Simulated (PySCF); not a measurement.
C₄H₁₀BrClSi (SMILES CC[Si](Cl)(Br)CC), singlet, at a GFN2-xTB geometry, atoms displaced at random by about 0.08 Å a coordinate. Base run: B3LYP/STO-3G, gradient (PySCF).

The PySCF input:
```python
from pyscf import gto, scf, dft

mol = gto.Mole()
mol.atom = '''
    C     2.714198   -1.180780   -0.159990
    C     1.127303   -1.602399   -0.486971
    Si    0.048237   -0.136876   -0.693679
    Cl    0.745473    1.375472   -1.686873
    Br   -0.290612    0.741244    1.506211
    C    -1.663364   -0.435607   -1.062949
    C    -2.541037   -1.628263   -0.218495
    H     2.984564   -0.397031   -0.832771
    H     3.313612   -1.867929   -0.216615
    H     2.558661   -0.811541    0.886299
    H     0.806273   -2.292524    0.103331
    H     1.214250   -1.986157   -1.514712
    H    -2.441450    0.359714   -1.017188
    H    -1.845139   -0.869414   -2.085039
    H    -1.941569   -2.511997   -0.237396
    H    -2.503928   -1.394741    0.743703
    H    -3.456928   -1.862943   -0.451777
'''
mol.basis = 'sto-3g'
mol.charge = 0
mol.spin = 0
mol.verbose = 4
mol.build()

mf = dft.RKS(mol)
mf.xc = 'b3lyp'
mf.kernel()
g = mf.nuc_grad_method()
grad = g.kernel()
```

The coordinate followed is x of atom 9.

The base run was repeated with changes; each row names its change, and settings that it needs were set with it.

```csv
change,dE/dx (Eh/bohr),net force (Eh/bohr)
base,-0.154074,0.000123
grids.level = 0; grid_response = off,-0.153729,0.003966
finite difference step (bohr) = 1e-5; conv_tol = 1e-11,-0.154070,-
finite difference step (bohr) = 1e-4; conv_tol = 1e-11,-0.154069,-
conv_tol = 1e-4,-0.154082,0.000123
grids.level = 5; grid_response = on,-0.154074,0.000000
grids.level = 5; grid_response = off,-0.154074,0.000015
grid_response = on,-0.154069,0.000000
finite difference step (bohr) = 0.05; conv_tol = 1e-11,-0.154131,-
grids.level = 0; grid_response = on,-0.152492,0.000000
finite difference step (bohr) = 0.01; conv_tol = 1e-11,-0.154072,-
density fitting = on,-0.154071,0.000123
```

The net force is zero for an exact gradient.
